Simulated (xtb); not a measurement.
Bi(H)2(TeH) (BiH₃Te), SMILES [TeH][BiH2]. All values are semi-empirical tight-binding results from xtb (GFN2-xTB unless named), good for trends rather than for accurate numbers. The structure is a stationary point at GFN2-xTB.

For metal compounds this method's bond lengths and energies can be far off.

Computed properties:
| Item | Value |
|---|---|
| orbital gap | 4.59 eV |
| zero-point energy | 11.7 kcal/mol |
| G − E(el) at 298.15 K (modified RRHO) | -7.8 kcal/mol |
